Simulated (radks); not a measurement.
The numbers below are computed, except where a source is named.
Ionisation of the bismuth ion Bi+, [Hg] 6p2, to [Hg] 6p1 as the strength of local exchange is varied. Level of theory: scalar-relativistic Kohn-Sham, Slater X-alpha exchange (alpha = 2/3 is LDA exchange), no correlation, spin-polarised, spherical densities, finite nucleus; open shells are filled with parallel spins first (spin-orbit coupling, left out, can overturn this in heavy ions); Fermi nuclear charge, rms radius 5.5211 fm (a radial shooting solver on a logarithmic mesh with Libxc functionals).

[
 {"alpha": "0.636", "E(Bi+) (hartree)": "-21486.5821", "exchange (hartree)": "-356.6189", "IE (eV)": "14.724", "-e of the level emptied (eV)": "11.031 (6p)", "<r> of it (bohr)": "2.845"},
 {"alpha": "0.667", "E(Bi+) (hartree)": "-21504.0808", "exchange (hartree)": "-374.3136", "IE (eV)": "15.045", "-e of the level emptied (eV)": "11.338 (6p)", "<r> of it (bohr)": "2.822"},
 {"alpha": "1.025", "E(Bi+) (hartree)": "-21707.2212", "exchange (hartree)": "-580.7549", "IE (eV)": "18.987", "-e of the level emptied (eV)": "15.152 (6p)", "<r> of it (bohr)": "2.589"},
 {"alpha": "1.035", "E(Bi+) (hartree)": "-21712.9235", "exchange (hartree)": "-586.5768", "IE (eV)": "19.103", "-e of the level emptied (eV)": "15.265 (6p)", "<r> of it (bohr)": "2.583"},
 {"alpha": "1.04", "E(Bi+) (hartree)": "-21715.7752", "exchange (hartree)": "-589.4888", "IE (eV)": "19.161", "-e of the level emptied (eV)": "15.322 (6p)", "<r> of it (bohr)": "2.580"}
]

NIST Atomic Spectra Database: 16.703 eV (measured). The Delta-SCF value meets it near alpha = 0.82. Open shells are spherical and high-spin; term and fine-structure splittings are not resolved. Spin-orbit splitting is averaged out at the scalar-relativistic level.
